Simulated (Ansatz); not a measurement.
Species: NbF2, net charge 0, quartet state. The spin state was set by rule; other spins were not relaxed. SMILES: [F][Nb][F]
Geometry: optimised at B3LYP-D3(BJ)/def2-TZVP (Ansatz, an electronic-structure program).

Parts of the frozen-core correlation energy in def2-TZVPPD (Ansatz, hartree). Frozen orbitals: 6; correlated occupied orbitals by spin: 11 and 8; virtual: 119 and 122. Open shells are spin-unrestricted. No spin-orbit coupling. Past Kr the def2 sets carry scalar-relativistic core potentials.

| term | value |
|---|---|
| reference (HF) | -255.47469 |
| MP2 opposite-spin | -0.42633 |
| MP2 same-spin | ? |
| CCSD correlation | ? |
| (T) | ? |
| T1 diagnostic | 0.021 |
| largest doubles amplitude | 0.055 |
| <S^2> of the reference | 3.759 |

Q: Some entries are withheld; supply them.

A: 
- MP2 same-spin, value: -0.18072
- CCSD correlation, value: -0.60593
- (T), value: -0.02228
